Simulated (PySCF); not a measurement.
An EPR job on `[GeH][GeH3]` [triplet].

Computed with UKS B3LYP, def2-TZVP with a decontracted core on Ge, pcH-1 on H, non-relativistic, mean-field spin-orbit, GIAO (PySCF 2.14.0). Geometry: GFN2-xTB. The input is one job of a driver script: a line of settings, then coordinates in Å.

Input:
```
{"job": {"kind": "epr", "basis": "pcH-1"}, "charge": 0, "multiplicity": 3}
Ge     1.619757    -0.862404    -0.298862
Ge    -0.616647     0.006666    -0.022486
H      2.618346     0.275059     0.196982
H     -1.036993     0.369908     1.401018
H     -1.611568    -1.042742    -0.469968
H     -0.969773     1.255502    -0.828258
```

Output:
```
UKS, coarse grid
  cycle   1  E = -4156.34842239  |g| = 1.84e+00
  cycle   2  E = -4156.31568765  |g| = 1.11e+00
  cycle   3  E = -4156.42560952  |g| = 4.68e-01
  cycle   4  E = -4156.45383094  |g| = 2.17e-02
  cycle   5  E = -4156.45396240  |g| = 9.73e-03
  cycle   6  E = -4156.45402278  |g| = 2.85e-03
  cycle   7  E = -4156.45402233  |g| = 9.77e-04
UKS, final grid
  cycle   1  E = -4156.45403579  |g| = 3.68e-04
  cycle   2  E = -4156.45403582  |g| = 4.50e-04
  cycle   3  E = -4156.45403593  |g| = 1.00e-04
  cycle   4  E = -4156.45403594  |g| = 3.50e-05
  cycle   5  E = -4156.45403594  |g| = 1.27e-05
E = -4156.45403594 Eh   <S^2> = 2.0027 (exact 2.0000)
g shifts (ppm)      1          2          3
  rmc          -141       -141       -141
  gc             22         18        -18
  oz_so       -3672      11135      17775
  total       -3791      11013      17616
hyperfine (MHz)  atom isotope    a_iso     a_fc   dipolar eigenvalues
    0  73Ge    -137.95    -141.84    -26.71     -7.22     33.92
    1  73Ge     -22.59     -22.84     -9.03      4.16      4.87
    2    1H      70.03      69.89     -4.93     -1.41      6.34
    3    1H      52.19      52.16     -2.16     -0.13      2.30
    4    1H      -6.84      -6.85     -2.22     -1.21      3.44
    5    1H      52.04      52.01     -2.17     -0.14      2.30
zero-field splitting (cm-1)  D = -26.9258  E = -0.6609  (spin-spin 0.1356, spin-orbit -27.0603)
```

rmc, gc and oz_so are the mass-correction, gauge-correction and orbital-Zeeman/spin–orbit parts of the g shift along its three principal axes; a_iso is the isotropic hyperfine coupling and a_fc its Fermi-contact part. The program numbers atoms from 0.

Problem. How far is ⟨S²⟩ from the pure-spin value?

Solution. S = 1 gives S(S+1) = 2.00; the run has 2.0027, 0.0027 more.

Main results: ⟨S²⟩ 2.003; g_iso 2.0106.

Geometry: GFN2-xTB; no solvent, vibrations or thermal averaging. This triplet need not be the ground state; the singlet was not compared here. Scalar relativity, which matters for contact couplings of copper and heavier atoms, is left out.

Problem. Estimate the wall time. Hardware: one thread of an x86-64 server, on a shared host.

Solution. About 99 s.
Labels such as C1 count atoms from 1, the log's own numbers from 0.
